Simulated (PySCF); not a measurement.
PySCF input for ZrH₄, SMILES [ZrH4], multiplicity 1, TDA-M06-2X/def2-TZVPD. The structure is a stationary point at r2SCAN-D4/def2-TZVPD. The spin state was assumed, not searched. The def2 effective core potentials stand for the cores of Zr; spin–orbit coupling is left out.

```python
import numpy as np
from pyscf import gto, scf, dft, tdscf

mol = gto.M(
    atom='''
    Zr    0.00000000    0.00000000    0.00000000
    H     1.06637228    1.06637228    1.06637229
    H    -1.06637229    1.06637228   -1.06637228
    H    -1.06637228   -1.06637229    1.06637228
    H     1.06637229   -1.06637227   -1.06637229
    ''',
    basis='def2-TZVPD',
    ecp={'Zr': 'def2-tzvp'},
    charge=0,
    spin=0,
    symmetry=True,
    max_memory=1600,
    verbose=4,
)
mf = dft.RKS(mol, xc='m06-2x').density_fit(auxbasis='def2-universal-jkfit')
mf.grids.level = 4
mf.conv_tol = 1e-9
mf.max_cycle = 100
mf.kernel()
mf.grids = dft.Grids(mol).set(level=2).build(with_non0tab=True)  # coarser grid for the response kernel
td = tdscf.TDA(mf)
td.singlet = True
td.nstates = 10
td.conv_tol = 1e-4
td.positive_eig_threshold = 1e-6
td.kernel(x0=td.get_init_guess(mf, 15))
td.analyze()
tt = tdscf.TDA(mf)
tt.singlet = False
tt.nstates = 4
tt.conv_tol = 1e-4
tt.positive_eig_threshold = 1e-6
tt.kernel(x0=tt.get_init_guess(mf, 9))
tt.analyze(verbose=3)
```

It prints:

```
PySCF version 2.14.0

[INPUT] verbose = 4
[INPUT] num. atoms = 5
[INPUT] num. electrons = 16
[INPUT] charge = 0
[INPUT] spin (= nelec alpha-beta = 2S) = 0
[INPUT] symmetry True subgroup None
[INPUT] Mole.unit = angstrom
[INPUT] Symbol           X                Y                Z      unit          X                Y                Z       unit  Magmom
[INPUT]  1 Zr     0.000000000000   0.000000000000   0.000000000000 AA    0.000000000000   0.000000000000   0.000000000000 Bohr   0.0
[INPUT]  2 H      1.066372280000   1.066372280000   1.066372290000 AA    2.015151556028   2.015151556028   2.015151574925 Bohr   0.0
[INPUT]  3 H     -1.066372290000   1.066372280000  -1.066372280000 AA   -2.015151574925   2.015151556028  -2.015151556028 Bohr   0.0
[INPUT]  4 H     -1.066372280000  -1.066372290000   1.066372280000 AA   -2.015151556028  -2.015151574925   2.015151556028 Bohr   0.0
[INPUT]  5 H      1.066372290000  -1.066372270000  -1.066372290000 AA    2.015151574925  -2.015151537131  -2.015151574925 Bohr   0.0

nuclear repulsion = 14.8049078900096
point group symmetry = Td, use subgroup D2
symmetry origin: [0. 0. 0.]
symmetry axis x: [1.00000000e+00 1.56293128e-09 1.56293109e-09]
symmetry axis y: [-1.56293128e-09  1.00000000e+00  1.56293128e-09]
symmetry axis z: [-1.56293109e-09 -1.56293128e-09  1.00000000e+00]
num. orbitals of irrep A = 22
num. orbitals of irrep B1 = 18
num. orbitals of irrep B2 = 18
num. orbitals of irrep B3 = 18
number of shells = 34
number of NR pGTOs = 104
number of NR cGTOs = 76
basis = def2-TZVPD
ecp = {'Zr': 'def2-tzvp'}


[settings echo left out]
init E= -43.3479305500875
HOMO (B3) = -0.556309116505965  LUMO (A) = -0.423004301780267  gap/eV = 3.62741
cycle= 1 E= -48.9911972227206  delta_E= -5.64  |g|= 0.915  |ddm|= 4.28
HOMO (B1) = -0.252860600001425  LUMO (B2) = 0.0217573588313988  gap/eV = 7.47274
cycle= 2 E= -49.075651784398  delta_E= -0.0845  |g|= 0.744  |ddm|= 2.65
HOMO (B3) = -0.349644905996555  LUMO (A) = -0.054275079660597  gap/eV = 8.03742
cycle= 3 E= -49.2411724240438  delta_E= -0.166  |g|= 0.0237  |ddm|= 1.19
HOMO (B3) = -0.356860134650225  LUMO (A) = -0.0576920986419425  gap/eV = 8.14078
cycle= 4 E= -49.2414458767815  delta_E= -0.000273  |g|= 0.00639  |ddm|= 0.0474
HOMO (B1) = -0.357310842350316  LUMO (A) = -0.0593173571056452  gap/eV = 8.10882
cycle= 5 E= -49.2414685055375  delta_E= -2.26e-05  |g|= 0.000549  |ddm|= 0.0248
HOMO (B3) = -0.3573829006647  LUMO (A) = -0.0594125774456009  gap/eV = 8.10819
cycle= 6 E= -49.2414688850234  delta_E= -3.79e-07  |g|= 8.96e-05  |ddm|= 0.00487
HOMO (B1) = -0.357385779479862  LUMO (A) = -0.0594342996980548  gap/eV = 8.10767
cycle= 7 E= -49.2414688888396  delta_E= -3.82e-09  |g|= 4.87e-06  |ddm|= 0.00062
HOMO (B1) = -0.357388677225441  LUMO (A) = -0.059437661349399  gap/eV = 8.10766
cycle= 8 E= -49.241468888856  delta_E= -1.65e-11  |g|= 6.65e-07  |ddm|= 7.31e-05
HOMO (B1) = -0.357388452334829  LUMO (A) = -0.0594372482209837  gap/eV = 8.10767
Extra cycle  E= -49.2414688888561  delta_E= -5.68e-14  |g|= 5.47e-07  |ddm|= 3.95e-06
converged SCF energy = -49.2414688888561
tot grids = 35896
Overwritten attributes  positive_eig_threshold  of <class 'pyscf.tdscf.rks.TDA'>


******** <class 'pyscf.tdscf.rks.TDA'> for <class 'pyscf.df.df_jk.DFSymAdaptedRKS'> ********
nstates = 10 singlet
deg_eia_thresh = 1.000e-03
wfnsym = None
conv_tol = 0.0001
eigh lindep = 1e-12
eigh level_shift = 0
eigh max_cycle = 100


Excitation energies (eV)
[3.84748422 3.84748422 3.84748422 4.17095065 4.17095065 4.17095065
 4.94919594 4.94919594 4.94919598 5.17441578]

** Singlet excitation energies and oscillator strengths **
Excited State   1:   B1      3.84748 eV    322.25 nm  f=0.0000
       7 -> 9        -0.59954
       7 -> 10        0.34616
Excited State   2:   B3      3.84748 eV    322.25 nm  f=0.0000
       8 -> 9        -0.59955
       8 -> 10       -0.34614
Excited State   3:   B2      3.84748 eV    322.25 nm  f=0.0000
       6 -> 10        0.69230
Excited State   4:   B1      4.17095 eV    297.26 nm  f=0.0084
       7 -> 9        -0.34660
       7 -> 10       -0.60032
Excited State   5:   B3      4.17095 eV    297.26 nm  f=0.0084
       8 -> 9         0.34659
       8 -> 10       -0.60032
Excited State   6:   B2      4.17095 eV    297.26 nm  f=0.0084
       6 -> 9         0.69319
Excited State   7:   B2      4.94920 eV    250.51 nm  f=0.0000
       6 -> 10       -0.12366
       7 -> 12       -0.48323
       8 -> 11        0.48323
Excited State   8:   B1      4.94920 eV    250.51 nm  f=0.0000
       6 -> 12        0.48323
       7 -> 9        -0.10709
       8 -> 13       -0.48323
Excited State   9:   B3      4.94920 eV    250.51 nm  f=0.0000
       6 -> 11        0.48323
       7 -> 13       -0.48323
       8 -> 9        -0.10709
Excited State  10:    A      5.17442 eV    239.61 nm  f=0.0000
       5 -> 9        -0.63703
       6 -> 13       -0.24025
       7 -> 11        0.12013
       8 -> 12        0.12013

** Transition electric dipole moments (AU) **
state          X           Y           Z        Dip. S.      Osc.
  1         0.0000     -0.0000      0.0000      0.0000      0.0000
  2         0.0000      0.0000      0.0000      0.0000      0.0000
  3         0.0000     -0.0000      0.0000      0.0000      0.0000
  4        -0.0000     -0.0000     -0.2873      0.0825      0.0084
  5         0.2873     -0.0000      0.0000      0.0825      0.0084
  6        -0.0000     -0.2873      0.0000      0.0825      0.0084
  7        -0.0000      0.0000     -0.0000      0.0000      0.0000
  8        -0.0000     -0.0000      0.0000      0.0000      0.0000
  9         0.0000      0.0000     -0.0000      0.0000      0.0000
 10         0.0000     -0.0000     -0.0000      0.0000      0.0000

WARN: ECP detected. Skipping calculation of transition velocity and magnetic dipole moments, which have not yet been implemented.



******** <class 'pyscf.tdscf.rks.TDA'> for <class 'pyscf.df.df_jk.DFSymAdaptedRKS'> ********
nstates = 4 triplet
deg_eia_thresh = 1.000e-03
wfnsym = None
conv_tol = 0.0001
eigh lindep = 1e-12
eigh level_shift = 0
eigh max_cycle = 100


Excitation energies (eV)
[3.50982952 3.50982953 3.50982953 3.51907517]

** Triplet excitation energies and oscillator strengths **
Excited State   1:   B2      3.50983 eV    353.25 nm  f=0.0000
Excited State   2:   B1      3.50983 eV    353.25 nm  f=0.0000
Excited State   3:   B3      3.50983 eV    353.25 nm  f=0.0000
Excited State   4:   B3      3.51908 eV    352.32 nm  f=0.0000
```

The calculation finished and met its thresholds.
